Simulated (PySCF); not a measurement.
# Relaxation of singlet BBr₃

Computed with PySCF, PBE0, basis B def2-TZVP, Br def2-TZVP (no relativity, density fitting). A (50,194) grid was used.

A hand-made trigonal pyramidal start, of C3v symmetry, held to at least that symmetry:

```xyz
4
charge 0 multiplicity 1, angstrom
B     0.0000    0.0000   -0.8927
Br    1.7571    0.0000    0.0415
Br   -0.8785    1.5217    0.0415
Br   -0.8785   -1.5217    0.0415
```

**Question.** What forces act on the atoms at the start (eV/Å)?

**Answer.** 
| atom | Fx | Fy | Fz |
| --- | --- | --- | --- |
| B1 | 0.01 | 0.00 | 5.92 |
| Br2 | 1.09 | 0.00 | -1.98 |
| Br3 | -0.55 | 0.94 | -1.97 |
| Br4 | -0.55 | -0.94 | -1.97 |

**Question.** What does it relax to?

**Answer.** It ends at D3h with B–Br 1.897 Å (×3); Br–B–Br 120.0° (×3). A frequency run shows a minimum. Other isomers or separated fragments may lie lower.

**Question.** How much energy is released, and in how many steps?

**Answer.** 274.2 kJ/mol in 6 steps.
